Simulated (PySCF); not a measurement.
CuBr under electron impact: the energy ladder

PBE in PySCF with def2-TZVPPD on every atom, for the lowest determinant that a PBE0 search found; no spin–orbit coupling.

| species | state (unpaired electrons) | Re (Å) | ωe (cm⁻¹) | energy of the minimum from the neutral (eV) | De (eV) | dissociates to |
| --- | --- | --- | --- | --- | --- | --- |
| CuBr | singlet (closed shell) | 2.198 | 304 | 0.00 | 3.44 | Cu (3d10 4s1) + Br |
| CuBr⁺ | doublet (π ↑) | 2.223 | 283 | 9.53 | 2.07 | Cu⁺ (3d10) + Br |
| CuBr⁻ | doublet (σ ↑) | 2.347 | 209 | -1.45 | 1.38 | Cu (3d10 4s1) + Br⁻ |

Problem. Work out the lowest energy to break CuBr into atoms, from its vibrational ground state.

Solution. D0 = De − ωe/2 = 3.44 − 0.02 = 3.42 eV (PBE/def2-TZVPPD).

Problem. Work out the ionisation energy of the Cu atom at this level and the threshold of dissociative ionisation.

Solution. IE(Cu) = 9.53 + 2.07 − 3.44 = 8.16 eV, so Cu⁺ (3d10) + Br + e⁻ appears at D0 + IE(Cu) = 11.58 eV (PBE/def2-TZVPPD). The measured IE(Cu) is 7.726 eV (NIST ASD).

Problem. Work out the electron affinity of the Br atom and the threshold of dissociative attachment.

Solution. EA(Br) = 3.44 − 1.38 − (-1.45) = 3.51 eV, so Cu (3d10 4s1) + Br⁻ needs D0 − EA(Br) = -0.09 eV (negative: it is exothermic at zero electron energy) (PBE/def2-TZVPPD). The measured EA(Br) is 3.364 eV.

Problem. At which energy does ion-pair formation open?

Solution. Cu⁺ + Br⁻ lies at D0 + IE(Cu) − EA(Br) = 8.07 eV (PBE/def2-TZVPPD).

These are thermodynamic thresholds; the onsets seen under electron impact lie higher where the geometry changes, and cross-sections peak well above them.

For an ion De counts to the pair picked by the measured ionisation energies or electron affinities, which need not be the lowest pair at this level. The highest Kohn–Sham level is positive in this anion. Much of that is self-interaction error, but it also means that the finite basis helps to hold the extra electron.
